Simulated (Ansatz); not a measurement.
The cluster Ga4F5⁺ (the lowest singlet isomer of a short search). Charge 1, multiplicity 1. Geometry PBE0-D4/def2-SVP, basis def2-TZVP, Ansatz.

Cartesian coordinates in Å:
```
Ga -1.957 -1.561 -0.958
Ga -1.694 1.389 1.544
Ga 0.579 -1.722 1.970
Ga 0.946 0.583 -0.787
F -1.136 -0.700 0.946
F 2.140 1.320 -1.781
F -0.313 -0.438 -1.633
F 1.543 -0.574 0.496
F -0.106 1.704 0.202
```

| run | HOMO (eV) | LUMO (eV) |
| --- | --- | --- |
| A | -11.52 | -6.81 |
| B | -11.23 | -6.87 |
| C | -14.71 | -4.13 |
| D | -12.20 | -6.14 |

LC-ωPBE has ω = 0.4 bohr⁻¹. The structure comes from a short search, and lower isomers may exist.

**Question.** The runs used LC-ωPBE, PBE, PBE0, r2SCAN. Estimate which is which.

**Answer.** A r2SCAN (0 % exact exchange); B PBE (0 % exact exchange); C LC-ωPBE (range-separated); D PBE0 (25 % exact exchange). Exact exchange lowers occupied and raises empty levels; among semilocal functionals meta-GGAs tend to open the gap a little, and such runs are hard to tell apart. The gap grows from 4.36 eV (PBE) to 10.58 eV (LC-ωPBE).
